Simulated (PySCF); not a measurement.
## How methods differ on the excitation energy of Tl⁺

Tl⁺ [Xe] 4f14 5d10 6s2 (1S) → Tl⁺ [Xe] 4f14 5d9 6s2 6p1 (high-spin determinant), as a difference of total energies. Calculation: PySCF 2.14, in x2c-QZVPPall (16s10p9d6f1g, 142 functions); scalar relativity by spin-free X2C-1e. Correlated levels: valence and next inner shell: [Kr] 4d10 4f14 frozen. The calculations carry no spin-orbit coupling.

```tsv
method	excitation energy (eV)
UHF	14.474
MP2 (valence and next inner shell)	15.591
SCS-MP2 (valence and next inner shell)	15.489
```

How much does correlation contribute at MP2 (valence and next inner shell)?

15.591 − (14.474) = 1.117 eV, measured against UHF.

The basis was made for the ground configuration and has no added diffuse functions, so the excitation energy can come out too high.

The determinant of the upper state mixes LS terms, which raises its energy above the lowest term, most at the Hartree-Fock and MP2 levels.
